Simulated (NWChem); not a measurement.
CH3ClGe, singlet; SMILES [Ge]([Cl])[CH3]

Low-valent species are run as closed-shell singlets; no triplet was tried in these runs.

**Question.** Give the equilibrium geometry at PBE0/def2-SVP (NWChem) as an XYZ file, with the point group.

**Answer.** point group Cs; any orientation.
```
6

Ge    -0.4849     0.4982     0.0036
Cl     0.2261    -1.5918    -0.0036
C      1.3168     1.3358     0.0047
H      1.2541     2.4348     0.0121
H      1.8798     1.0076    -0.8854
H      1.8847     0.9960     0.8873
```
